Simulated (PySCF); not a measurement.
## Computed properties of B(F)(vinyl)(NH2) (C₂H₅BFN), SMILES C=CB(N)F

B(F)(vinyl)(NH2) (C2H5BFN), SMILES C=CB(N)F. Coordinates come from a B3LYP-D3(BJ)/def2-SVP optimisation. This is a generated structure with no PubChem entry under its InChIKey; it may be hypothetical. Other conformers were not sampled. All values are computed for the isolated molecule unless a solvent is named; none is compared with measurement here.

**Structure.** All 24 harmonic modes at B3LYP-D3(BJ)/def2-SVP (PySCF) are real, so it is a minimum. With heavy atoms numbered as in [B:1]([F:2])([CH:3]=[CH2:4])[NH2:8], the shortest bond between them is C3–C4 at 1.341 Å and the longest B1–C3 at 1.566 Å.

**Vibrations.** The strongest infrared lines (harmonic, unscaled, degenerate partners summed) lie at 1595 cm⁻¹ (218 km/mol, H 62 %, N 23 %, B 15 %), 454 cm⁻¹ (144 km/mol, H 74 %, N 15 %), 1324 cm⁻¹ (115 km/mol, H 41 %, B 30 %, C 23 %). The softest mode is at 71 cm⁻¹ and the zero-point energy is 47.8 kcal/mol.

**Electronic structure.** HF/def2-TZVP (PySCF) places the frontier levels at -10.25 and 2.93 eV, a gap of 13.18 eV, and gives a dipole moment of 2.38 D and a mean polarisability of 43.2 bohr³. PBE/def2-TZVP (PySCF) at the same geometry gives -6.51 and -1.75 eV, so its gap is 8.42 eV narrower. An orbital gap is neither the optical nor the fundamental gap.

**Excitations.** TDA-ωB97X/def2-SVPD (PySCF) has S1 at 6.90 eV (180 nm, f = 0.002, dark); the most intense of the 10 singlets computed lies at 7.00 eV (f = 0.32). T1 (TDA) is at 4.07 eV, 2.83 eV under S1. TDA-PBE/def2-SVPD (PySCF) puts S1 at 5.61 eV. No vertical singlet excitation falls in the visible range (under 3.1 eV).

**NMR.** GIAO shifts at B3LYP/pcSseg-1 (PySCF) (non-relativistic, atoms alike by connectivity averaged): ¹³C from 143.2 to 144.9 ppm against TMS; ¹H from 3.2 to 6.4 ppm against TMS; ¹⁹F at -125.3 ppm against CFCl3; ¹¹B at 17.5 ppm against BF3.
